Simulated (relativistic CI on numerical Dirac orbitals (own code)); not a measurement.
**Magnetism of Ho⁴⁺, 4f9, in a crystal field**

Calculated by Dirac-Coulomb-Breit CI, KLI orbitals optimised for each configuration, a model potential for QED, valence Slater integrals scaled by 0.85, one configuration in a parametric crystal field (own radial code).

Field parameters in Wybourne normalisation; cubic f-shell fields have B⁴₄ = √(5/14) B⁴₀ and B⁶₄ = −√(7/2) B⁶₀. The field is a parameter set, without covalency.

S is read from ⟨S²⟩ = S(S + 1).

Powder χT (cm³ K mol⁻¹) by Van Vleck's formula, with temperature-independent terms:

```
                                                                                                          Field   2 K   5 K  10 K  20 K  50 K  100 K  200 K  300 K
C2v, B20 = 480, B22 = 150, B40 = -1170, B42 = -140, B44 = 190, B60 = 300, B62 = -430, B64 = 490, B66 = 690 cm⁻¹  5.39   7.3  9.36    11  12.4   13.2   13.7   13.8
                                                                                 Oh, B40 = 2990, B60 = 560 cm⁻¹   4.5  5.13  6.18   8.2  11.4   12.6   13.2   13.5
```

(1) For Oh, B40 = 2990, B60 = 560 cm⁻¹: what effective moment follows at 300 K?

Results:

(1) μ_eff = √(8χT) = 10.39 μB. The LS value g√(J(J + 1)) of the free ion's 6H°_15/2 level is 10.65 μB.
